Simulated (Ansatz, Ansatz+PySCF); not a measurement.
```xyz
20

C     1.0222   -0.0799    0.0000
C    -0.0799    1.0222    0.0000
C    -1.0222    0.0799    0.0000
C     0.0799   -1.0222    0.0000
C     2.5322   -0.0799    0.0000
H     2.8922    0.9501    0.0000
H     2.8922   -0.5899    0.8900
H     2.8922   -0.5899   -0.8900
C    -0.0799    2.5322    0.0000
H    -1.1099    2.8922    0.0000
H     0.4301    2.8922    0.8900
H     0.4301    2.8922   -0.8900
C    -2.5322    0.0799    0.0000
H    -2.8922   -0.9501    0.0000
H    -2.8922    0.5899    0.8900
H    -2.8922    0.5899   -0.8900
C     0.0799   -2.5322    0.0000
H     1.1099   -2.8922    0.0000
H    -0.4301   -2.8922    0.8900
H    -0.4301   -2.8922   -0.8900
```

Basis set: def2-SVP (spherical functions). Charge 0, multiplicity 3.

Computed with Ansatz (development build ahead of 0.2.0); each method stands on the lowest determinant of its kind that the runs found. Restricted functionals stand beside restricted open-shell atoms, which can lie above the unrestricted atoms usual in DFT and then raise those values.

(1) Give the atomization energy at this shape (free ground-state atoms in the same class of orbitals less the molecule, no zero-point energy) of triplet C8H12 by ωB97X (unrestricted), PBE0 (unrestricted), PBE0 (restricted open-shell), UHF, ROHF.

## Answers

(1)

```tsv
method	atomization energy
ωB97X (unrestricted)	86.60 eV
PBE0 (unrestricted)	87.71 eV
PBE0 (restricted open-shell)	88.00 eV
UHF	65.20 eV
ROHF	65.89 eV
```

Caution: another spin multiplicity may lie lower.

The shape needn't be a minimum at these levels.
